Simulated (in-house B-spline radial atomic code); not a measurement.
Results of a calculation; reference values are marked as such.
# Building a PAW p channel for I, r_c = 2.06 bohr

I, [Kr] 4d10 5s2 5p5, non-relativistic PBE, spherical and spin-unpolarised, from an all-electron radial atomic-structure program (B-spline basis) (atomic units; all potentials screened as in the neutral atom).

Two all-electron partial waves φ1, φ2 are integrated outwards at E1 = ε(5p) = -0.262616 and E2 = E1 + 2 hartree; φ1 is the bound orbital and φ2 has unit norm inside r_c = 2.0609 bohr. Smooth partners are polynomials, r^2(a0 + a1 r² + a2 r⁴ + a3 r⁶), matched to φ and three derivatives at r_c, with no condition on the norm. The local potential is -8.26974 + (4.94255) r² + (-1.24293) r⁴ + (0.115322) r⁶ inside 1.6873 bohr and the all-electron one outside.

| wave | φ(r_c) | φ'(r_c) | a0 | a1 | a2 | a3 |
| --- | --- | --- | --- | --- | --- | --- |
| 1 | 0.7126742 | -0.004990391 | 0.3946665 | -0.06167918 | 0.000683325 | 0.0002971998 |
| 2 | 0.01555955 | 2.840106 | -1.899564 | 0.8173468 | -0.1063653 | 0.004574304 |

Inside r_c the overlaps are <φi φj> = [[0.35640, -0.50604], [-0.50604, 1.00000]] and, for the smooth waves, [[0.39139, -0.65585], [-0.65585, 1.57550]]. With χj = (Ej − T − V_local) applied to smooth wave j, the program's quadrature gives the matrix B_ij = <smooth i, χj> as [[0.38157, -1.41550], [-1.11588, 4.37020]].

**Question.** Check the match of the first wave, and find the augmentation charges q_ij.

**Answer.** At r_c the four terms are 1.67627, -1.11267, 0.05236, 0.09672, which sum to 0.7127, φ1(r_c) to rounding. q_ij is the all-electron overlap less the smooth one: [[-0.03499, 0.14981], [0.14981, -0.57550]]. The smooth first wave has a norm of 0.3914 inside r_c against 0.3564, so q11 is negative and must stay small enough for the overlap operator to be positive.

**Question.** B isn't symmetric. Show that D_ij = B_ij + Ej q_ij is.

**Answer.** Integrating by parts gives B12 − B21 = (E1 − E2) q12: -1.41550 − (-1.11588) = -0.29962, and −2 × (0.14981) = -0.29962. So D12 = -1.41550 + (1.737384)(0.14981) = -1.15522 and D21 = -1.11588 + (-0.262616)(0.14981) = -1.15522; D11 = 0.39076, D22 = 3.37034. The projectors, p = (B⁻¹)ᵀ χ, are dual to the smooth waves; det B = 0.088.

Solving (T + V_local + Σ p D p) ψ = E (1 + Σ p q p) ψ in a sphere of 9 bohr, whose wall lifts the free-atom level a little, gives these levels:

```csv
all-electron,one projector,two projectors
-0.262547,-0.262547,-0.262547
0.092867,0.092122,0.092847
0.424281,0.417809,0.424186
0.915817,0.875974,0.915655
1.559350,1.351120,1.559320
```

**Question.** What does the second projector gain?

**Answer.** With one projector the errors are 0.00, -0.75, -6.47, -39.84, -208.23 millihartree. With two the errors are 0.00, -0.02, -0.10, -0.16, -0.03 millihartree. The scattering is exact at E1 and at E2 = 1.737, and over all levels compared the largest error is 0.16 millihartree. The lowest eigenvalue of the overlap operator is 0.7766 with one and 0.2705 with two projectors. The smooth orbital alone needs a cutoff of 5.25 hartree for 1 millihartree of kinetic energy, against 8.32 for a norm-conserving Troullier-Martins orbital of the same radius; part of the gain comes from giving up the norm, part from the simpler form.
